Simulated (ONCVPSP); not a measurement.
lanthanum, ONCV: configuration errors across variants

| Quantity | Value |
| --- | --- |
| Element | La (Z = 57) |
| Generator | ONCVPSP 4.0.1 |
| Type | optimised norm-conserving Vanderbilt (ONCV) |
| Functional | LDA (Perdew-Zunger) |
| Relativity | scalar-relativistic |
| Frozen core | [Kr] 4d10 |
| Valence charge | 11 |
| Reference configuration | 5s2 5p6 5d1 6s1.75 6p0.25 |
| Partial waves | 5s+6s: rc 2.60 bohr, ncon 4, nbas 7, qcut 5.2 1/bohr, 2 projectors; 5p+6p: rc 3.55 bohr, ncon 4, nbas 9, qcut 4.7 1/bohr, 2 projectors; 5d: rc 2.85 bohr, ncon 4, nbas 7, qcut 3.1 1/bohr, 2 projectors, debl 1.3 Ha; f scattering state at 0.2 Ha: rc 2.75 bohr, ncon 3, nbas 7, qcut 3.8 1/bohr, 1 projector |
| Local potential | polynomial inside 1.75 bohr (lpopt 1, dvloc0 4 Ha) |
| Core correction | Teter function, fcfact 2, rcfact 1 |

In the f channel the program set the typed energies aside and used -0.179 Ha.

All-electron excitation energies from the reference (eV): (1) 5s2 5p6 5d1 6s2 6p0 -0.604; (2) 5s2 5p6 5d1 6s1 6p0 5.559; (3) 5s2 5p6 5d1 6s0 6p0 16.711; (4) 5s2 5p6 5d1 6s0 6p2 4.444.

2 further variants failed, have other tests or too few solved ones, and are left out.

Errors AE − PS in meV (a dash: test not solved or not reliable):

| change | (1) | (2) | (3) | (4) | bound ghosts | GHOST(+) flags above zero |
| --- | --- | --- | --- | --- | --- | --- |
| base | 0.0 | -1.2 | -4.6 | -0.6 | none | none |
| all radii but the core radius scaled by about 0.92 (s 2.40, p 3.28, d 2.62, f 2.54 bohr); local potential polynomial inside 1.62 bohr (lpopt 1, dvloc0 4 Ha) | 0.0 | -1.1 | -3.7 | -0.3 | none | s |
| all radii but the core radius scaled by about 1.07 (s 2.78, p 3.80, d 3.06, f 2.94 bohr); local potential polynomial inside 1.88 bohr (lpopt 1, dvloc0 4 Ha) | +0.1 | -1.2 | -5.4 | -0.7 | none | none |
| all radii but the core radius scaled by about 1.16 (s 3.02, p 4.12, d 3.32, f 3.20 bohr); local potential polynomial inside 2.04 bohr (lpopt 1, dvloc0 4 Ha) | 0.0 | -1.4 | -7.3 | -1.4 | none | none |
| all radii but the core radius scaled by about 1.30 (s 3.38, p 4.62, d 3.72, f 3.58 bohr); local potential polynomial inside 2.28 bohr (lpopt 1, dvloc0 4 Ha) | 0.0 | -2.1 | -14 | -2.8 | none | none |

(1) Give the same row for: all radii but the core radius scaled by about 1.22 (s 3.18, p 4.34, d 3.48, f 3.36 bohr); local potential polynomial inside 2.14 bohr (lpopt 1, dvloc0 4 Ha).

## Answers

(1) 0.0, -1.6, -9.0, -1.8; bound ghosts: none; GHOST(+) flags above zero: p.
